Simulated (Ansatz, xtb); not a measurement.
## Two structures of CH8GaSbSi

Structure X: a singlet given by its coordinates. Structure Y: `C[Si@H]([GaH2])[SbH2]`, a singlet. Both are isolated molecules in the gas phase, relaxed with BLYP-D3(BJ)/def2-SVP; the shapes shown needn't be the lowest conformers.

X (Å):

| atom | x (Å) | y (Å) | z (Å) |
| --- | --- | --- | --- |
| C | 1.3949 | -1.6504 | 1.2619 |
| Ga | 1.0613 | 0.4444 | -2.0763 |
| Sb | 0.3039 | 0.2923 | 1.1627 |
| Si | 2.2672 | 1.4147 | -0.2509 |
| H | 1.9173 | -1.8503 | 0.3098 |
| H | 0.6702 | -2.4576 | 1.4744 |
| H | 2.1298 | -1.5805 | 2.0854 |
| H | -0.4414 | -0.1273 | -0.4065 |
| H | 3.5471 | 0.8174 | 0.2583 |
| H | 2.2688 | 2.8967 | -0.0151 |
| H | -0.0615 | 1.3036 | -2.7854 |
| H | 1.3221 | -1.0758 | -2.4296 |

Close contacts (Å): C1–Sb3 2.23, Ga2–Sb3 3.33, Ga2–Si4 2.39, Sb3–Si4 2.67, C1–H5 1.10, C1–H6 1.11, C1–H7 1.11, Ga2–H11 1.58, Ga2–H12 1.58, Sb3–H8 1.79, Si4–H9 1.50, Si4–H10 1.50.

Y (Å):

```json
{"atom": "C", "x (Å)": "0.0636", "y (Å)": "-1.2201", "z (Å)": "1.1613"}
{"atom": "Ga", "x (Å)": "1.2589", "y (Å)": "0.3283", "z (Å)": "-2.0217"}
{"atom": "Sb", "x (Å)": "3.5537", "y (Å)": "0.0241", "z (Å)": "0.5243"}
{"atom": "Si", "x (Å)": "0.8938", "y (Å)": "0.2881", "z (Å)": "0.3397"}
{"atom": "H", "x (Å)": "-1.0393", "y (Å)": "-1.1544", "z (Å)": "1.0615"}
{"atom": "H", "x (Å)": "0.3099", "y (Å)": "-1.2816", "z (Å)": "2.2402"}
{"atom": "H", "x (Å)": "0.3941", "y (Å)": "-2.1578", "z (Å)": "0.6718"}
{"atom": "H", "x (Å)": "0.5505", "y (Å)": "1.5528", "z (Å)": "1.0747"}
{"atom": "H", "x (Å)": "1.6586", "y (Å)": "1.6692", "z (Å)": "-2.7615"}
{"atom": "H", "x (Å)": "1.3151", "y (Å)": "-1.0672", "z (Å)": "-2.7766"}
{"atom": "H", "x (Å)": "3.6165", "y (Å)": "-0.2047", "z (Å)": "-1.2268"}
{"atom": "H", "x (Å)": "3.7549", "y (Å)": "1.7379", "z (Å)": "0.3046"}
```

Estimate E(Y) − E(X) at the level CCSD(T)/def2-SVP + ΔMP2/def2-TZVPP.

Calculated at CCSD(T)/def2-SVP + ΔMP2/def2-TZVPP: E(Y) − E(X) = −3.4 kcal/mol, so structure Y lies lower.

Level by level:

| level | geometry | E(Y) − E(X) (kcal/mol) | departure from the last row (kcal/mol) | job, with rough time for the two |
| --- | --- | --- | --- | --- |
| BLYP-D3(BJ)/def2-SVP | BLYP-D3(BJ)/def2-SVP | −3.9 | −0.5 | optimisation, 2.7 min |
| HF/def2-SVP | BLYP-D3(BJ)/def2-SVP | −7.0 | −3.6 | part of the CCSD(T) run |
| MP2/def2-SVP | BLYP-D3(BJ)/def2-SVP | −4.8 | −1.4 | part of the CCSD(T) run |
| CCSD(T)/def2-SVP | BLYP-D3(BJ)/def2-SVP | −4.9 | −1.5 | single point |
| CCSD(T)/def2-SVP + ΔMP2/def2-TZVPP | BLYP-D3(BJ)/def2-SVP | −3.4 |  | single point, 74 s |

The levels shown agree on the order. The largest departure from CCSD(T)/def2-SVP + ΔMP2/def2-TZVPP is that of HF/def2-SVP, 3.6 kcal/mol. Levels run at GFN2-xTB geometries aren't shown. The last row adds to CCSD(T) the change of the MP2 difference between the two basis sets, here +1.5 kcal/mol.

With harmonic frequencies from BLYP-D3(BJ)/def2-SVP (ideal gas, rigid rotor, one conformer each, 200 K, 1 atm): on the last row, ΔE + ΔZPE = −3.9 kcal/mol. A mode under 50 cm⁻¹ makes harmonic enthalpies and free energies unreliable, so none is given.

The correlated steps freeze 19 core orbitals; the filled d shell of Ga and Sb is correlated, in a basis made for valence electrons. Atoms past krypton carry core potentials in the def2 sets and no spin–orbit term is included. Codes used: Ansatz 0.2.0; the last row on 2 threads of Intel(R) Xeon(R) Platinum 8259CL CPU @ 2.50GHz (Skylake/Cascade Lake) on a shared host.
